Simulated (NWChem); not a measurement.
Molecule: GaF2, doublet; SMILES [F][Ga][F]

```xyz
3

Ga     0.0000     0.0000     0.3380
F     -1.4967     0.0000    -0.5822
F      1.4967     0.0000    -0.5822
```
Atoms are numbered in this order, from 1.

In the optimisation the excess spin sits in a1 (C2v, its own frame). Coordinates come from a PBE0/def2-SVP, spin-unrestricted optimisation. This spin state was assumed; another may lie lower. No stability test was run on the SCF state.

Symmetry labels are those of C2v in the frame above (b1 and b2, or b-type labels, depend on it).

**Question.** List the 6 lowest vertical excitations from PBE/def2-SVPD, spin-unrestricted, TDA (NWChem).

**Answer.** 
```tsv
state	energy (eV)	oscillator strength	symmetry of the excitation	<S²>
state 1	3.76	0.000	b1	0.76
state 2	3.90	0.000	a2	0.76
state 3	4.18	0.020	b2	0.76
state 4	4.26	0.012	a1	0.76
state 5	4.50	0.095	b2	0.75
state 6	5.33	0.024	b1	0.78
```
